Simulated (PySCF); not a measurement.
Two species compared at the same levels of theory.

First species: C6H6FNO.
SMILES: `C=C(CF)C1=COC=N1`

Second species: C6H10OSi.
SMILES: `C=C[SiH2]OC1=CCC1`

Levels: CAM-B3LYP/def2-SVPD for dipole moment, HOMO energy, LUMO energy, HOMO–LUMO gap, static isotropic polarisability and electronic spatial extent ⟨r²⟩ about the centre of nuclear charge; TDDFT CAM-B3LYP/def2-SVPD for lowest singlet excitation; TDA CAM-B3LYP/def2-SVPD for lowest triplet excitation (Tamm–Dancoff); GFN2-xTB for rotational constant A and rotational constant C. Geometries: GFN2-xTB. Each species is one conformer at its optimised geometry, gas phase, non-relativistic unless stated. Electronic properties by PySCF.

The conformers computed, where there is a choice (atom-mapped SMILES and torsion angles):
- `[CH2:1]=[C:2]([CH2:3][F:4])[c:5]1[cH:6][o:7][cH:8][n:9]1`: C1–C2–C3–F4 0°, C1–C2–C5–C6 0°
- `[CH2:1]=[CH:2][SiH2:3][O:4][C:5]1=[CH:6][CH2:7][CH2:8]1`: C1–C2–Si3–O4 178°, C2–Si3–O4–C5 180°, Si3–O4–C5–C6 178°

```tsv
property	column X	column Y
dipole moment	0.96 D	2.66 D
HOMO energy	-7.72 eV	-8.07 eV
LUMO energy	0.55 eV	-0.01 eV
HOMO–LUMO gap	8.27 eV	8.06 eV
lowest singlet excitation	6.07 eV	5.32 eV
lowest triplet excitation (Tamm–Dancoff)	4.28 eV	3.24 eV
static isotropic polarisability	98.7 au	78.7 au
electronic spatial extent ⟨r²⟩ about the centre of nuclear charge	1701 bohr²	1290 bohr²
rotational constant A	7.320 GHz	4.418 GHz
rotational constant C	0.667 GHz	0.816 GHz
```

(1) Which column belongs to which species?

(2) How does each property change from the first species to the second?

Answers

(1) Column X is the second species and column Y the first. The first has 15 atoms and 66 electrons, the second 18 and 68.

(2) dipole moment -1.70 D; HOMO energy +0.35 eV; LUMO energy +0.56 eV; HOMO–LUMO gap +0.21 eV; lowest singlet excitation +0.75 eV; lowest triplet excitation (Tamm–Dancoff) +1.04 eV; static isotropic polarisability +20.0 au; electronic spatial extent ⟨r²⟩ about the centre of nuclear charge +411 bohr²; rotational constant A +2.902 GHz; rotational constant C -0.149 GHz.

On the first: In wavenumbers S1 is 42900 cm⁻¹ (1 eV = 8065.54 cm⁻¹). The vertical singlet–triplet gap S1 − T1 is 2.08 eV (TDDFT singlet less Tamm–Dancoff triplet; S1: HOMO→LUMO, weight 0.98; T1: HOMO→LUMO, weight 0.91).

On the second: S1 lies 2.20 eV below the HOMO–LUMO gap; its leading configuration is HOMO→LUMO+1, weight 0.64. The polarisability is 14.63 Å³ as a volume (1 au = 0.148185 Å³), or 1.45 au for each of the 68 electrons.
